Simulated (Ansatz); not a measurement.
Two members of one family (Same ligands, another metal), computed with Ansatz in the gas phase; def2 core potentials for Mo, W, no spin–orbit coupling. The two geometries come from different levels. A negative affinity means that the extra electron isn't bound at that geometry and level; within about 0.2 eV of zero the sign isn't settled. Names give formal oxidation states. A dash marks a value that wasn't run or was left out as unsound. The structures are stationary points that may keep the symmetry of their start. Remarks come from the PBE and PBE0 runs and from stability tests at other levels; not every state was tested. A HOMO above zero means that the electron is unbound at that level and held by the basis, or that self-interaction error raises the level; the energy of removing that electron tells which.

First: Mo(NH)2(OH)2 (singlet, charge 0, B3LYP-D4/def2-SVP geometry).

```xyz
9

Mo   -0.052    0.083   -0.060
N     1.468   -0.633   -0.496
H     2.269   -1.253   -0.394
N    -0.691   -0.611    1.396
H    -0.713   -1.238    2.198
O    -1.316   -0.239   -1.441
H    -1.013   -0.453   -2.334
O     0.255    1.939    0.211
H    -0.207    2.405    0.920
```

```tsv
level	HOMO (eV)	LUMO (eV)	gap (eV)	vertical EA (eV)
PBE-D4/def2-SVP	-6.13	-1.81	4.32	–
PBE-D4/def2-TZVPD	-6.41	-2.20	4.22	-0.32
r2SCAN-D4/def2-TZVP	-6.64	-2.03	4.60	–
r2SCAN-D4/def2-TZVPD	-6.68	-2.11	4.57	-0.45
PBE0-D4/def2-SVP	-7.58	-1.11	6.46	–
```

Metal–donor distances: 2 × N 1.73 Å, 2 × O 1.90 Å. Remarks: restricted SCF unstable in HF, HOMO above zero (-1 doublet).

Second: W(NH)2(OH)2 (singlet, charge 0, PBE-D4/def2-SVP geometry).

| atom | x (Å) | y (Å) | z (Å) |
| --- | --- | --- | --- |
| W1 | -0.083 | 0.072 | 0.075 |
| N2 | -0.517 | -0.623 | -1.493 |
| H3 | -0.370 | -1.135 | -2.366 |
| N4 | 1.582 | -0.305 | 0.537 |
| H5 | 2.508 | -0.728 | 0.446 |
| O6 | -1.226 | -0.691 | 1.419 |
| H7 | -2.053 | -1.133 | 1.155 |
| O8 | -0.254 | 1.981 | -0.091 |
| H9 | 0.413 | 2.562 | 0.317 |

Question: Estimate the same table for the second.

Answer: 
```csv
level,HOMO (eV),LUMO (eV),gap (eV),vertical EA (eV)
PBE-D4/def2-SVP,-6.06,-1.44,4.62,–
PBE-D4/def2-TZVPD,-6.31,-1.78,4.53,-0.37
r2SCAN-D4/def2-TZVP,-6.51,-1.52,5.00,–
r2SCAN-D4/def2-TZVPD,-6.57,-1.62,4.94,-0.53
PBE0-D4/def2-SVP,-7.47,-0.69,6.78,–
```

Metal–donor distances: 2 × N 1.77 Å, 2 × O 1.92 Å. Remarks: HOMO above zero (-1 doublet).
